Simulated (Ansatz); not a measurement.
Two structures of Si2H6F2, singlet, reached by relaxing down either side of one saddle point (PBE0-D4/def2-TZVP). Energies are electronic, without zero-point energy. Computed with Ansatz 0.2.0 (basis: def2-TZVPP and def2-QZVPP); correlated methods freeze the cores. Extrapolation: Hartree–Fock as exp(−7.88 √X), correlation as X^−2.97. First:

| atom | x (Å) | y (Å) | z (Å) |
| --- | --- | --- | --- |
| Si1 | -0.8660 | 0.6592 | -0.4947 |
| Si2 | 0.5594 | -1.1766 | -0.7859 |
| F3 | -1.7487 | 0.4513 | 0.8164 |
| F4 | -1.8770 | 0.7391 | -1.7241 |
| H5 | -0.2090 | 1.9819 | -0.3798 |
| H6 | 1.1391 | 1.0547 | 2.4995 |
| H7 | 0.4075 | 0.9654 | 2.6197 |
| H8 | -0.2393 | -2.4254 | -0.8817 |
| H9 | 1.3406 | -0.9850 | -2.0361 |
| H10 | 1.4932 | -1.2647 | 0.3666 |

Second:

```xyz
10
angstrom
Si -1.2489 1.4416 0.5213
Si 1.2945 -1.4407 -0.4981
F -2.5045 2.4099 0.5587
F -1.5840 0.2625 -0.4887
H -0.0945 2.1948 -0.0012
H 1.1828 -0.3835 0.5433
H -1.0606 0.8700 1.8670
H 0.2321 -2.4527 -0.2846
H 1.1537 -0.8221 -1.8386
H 2.6295 -2.0799 -0.3791
```

Q: Which bonds change from the first to the second?

A: Si₂H₄F₂ ([F][SiH]([F])[SiH3]) + H₂ → SiH₂F₂ ([F][SiH2][F]) + SiH₄; bonds formed: Si1–H7, Si2–H6; bonds broken: Si1–Si2, H6–H7.

Q: Give the saddle point's structure and its height above each. (An estimate is asked for; the value comes from the calculation.)

A: By the calculation: 2.597 eV above the first and 2.964 eV above the second (CCSD(T) at an estimated basis limit (MP2 extrapolated from triple and quadruple zeta, plus CCSD(T) − MP2 in triple zeta)).
Si1  (-0.739, 0.929, 0.191)
Si2  (0.787, -1.094, -0.456)
F3  (-2.066, 0.864, 1.072)
F4  (-1.417, 0.423, -1.192)
H5  (-0.084, 2.179, -0.208)
H6  (0.382, 0.084, 0.931)
H7  (0.097, 0.969, 1.625)
H8  (-0.190, -2.197, -0.613)
H9  (1.313, -0.619, -1.757)
H10  (1.917, -1.536, 0.407)
(Å)

No T1 diagnostic of these runs exceeds 0.014.

Labels in which every atom is bracketed show which atoms are joined, not bond orders.

For scale, one of the runs: CCSD(T)/def2-TZVPP, 230 basis functions, launched by `ansatz run in.yaml --threads 4 --pin off --events-out ev --progress --plain --max-ram 9574MiB`. Time: 81 s of wall clock on 4 CPU threads of an Arm Neoverse V1; the host was shared. Peak host memory: 3.8 GiB.
